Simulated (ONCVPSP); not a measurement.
**Building the ONCV potential for germanium (PBE, scalar-relativistic).**

```json
{"Element": "germanium (Ge)", "Generator": "ONCVPSP 4.0.1", "Type": "optimised norm-conserving Vanderbilt (ONCV)", "Functional": "PBE", "Relativity": "scalar-relativistic", "Frozen core": "[Ne] 3s2", "Valence charge": "20", "Reference configuration": "3p6 3d10 4s1 4p3", "Partial waves": "4s: rc 1.85 bohr, ncon 3, nbas 7, qcut 3.5 1/bohr, 2 projectors, debl 3.1 Ha; 3p+4p: rc 1.25 bohr, ncon 4, nbas 8, qcut 9.8 1/bohr, 2 projectors; 3d: rc 1.15 bohr, ncon 3, nbas 8, qcut 11.1 1/bohr, 2 projectors, debl 0.8 Ha", "Local potential": "polynomial inside 0.80 bohr (lpopt 3, dvloc0 0 Ha)", "Core correction": "Teter function, fcfact 6, rcfact 1.6"}
```

In the d channel the program set the typed energies aside and used -1.141, 0.250 Ha.

* Cutoffs needed: 59 Ha and 190 Ha (the cutoffs (Ha) at which the residual kinetic energy of the hardest occupied pseudo-wave falls to 1 and 0.1 mHa per electron)
* Ghost test: ghosts flagged at negative energy: s at -13.3 eV; no localised positive-energy state flagged; a true bound ghost makes a file unfit for plane-wave use
* Configuration tests: 1 of 4 tests not solved or not reliable
* rms error of d²Exc/dni dnj: 2.17 mHa without and 0.97 mHa with the model core
